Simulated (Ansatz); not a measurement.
**CH3In (SMILES C[In]): the energy, rung by rung**

CH3In has 5 atoms, charge 0, and is taken as a singlet. As SMILES, `C[In]`. The shape was relaxed beforehand at wB97X-V/def2-SVP.

Quantity: the adiabatic ionisation energy (to the doublet cation, shapes relaxed at wB97X-V/def2-SVP, no zero-point term), in eV. The values are calculated.

| level | kind | program | value (eV) | CPU time (all runs) |
| --- | --- | --- | --- | --- |
| HF/def2-TZVPP (core potential) | Hartree–Fock | Ansatz | 6.14 | 3.7 s |
| SVWN5/def2-TZVPP (core potential) | LDA | Ansatz | 7.65 | 4.1 s |
| BLYP/def2-TZVPP (core potential) | GGA | Ansatz | 7.16 | 10 s |
| PBE/def2-TZVPP (core potential) | GGA | Ansatz | 7.29 | 5 s |
| B3LYP/def2-TZVPP (core potential) | global hybrid | Ansatz | 7.32 | 7.8 s |
| PBE0-D4/def2-TZVPP (core potential) | global hybrid | Ansatz | 7.28 | 11 s |
| CAM-B3LYP/def2-TZVPP (core potential) | range-separated hybrid | Ansatz | 7.37 | 13 s |
| B2PLYP/def2-TZVPP (core potential) | double hybrid | Ansatz | 7.28 | 24 s |

Spin-orbit coupling, which can split open shells on such heavy atoms by tenths of an eV, is left out. The values span 6.14 to 7.65 eV. CPU times are rough (shared hosts, several kinds of processor): they show what a rung costs within a factor of a few.
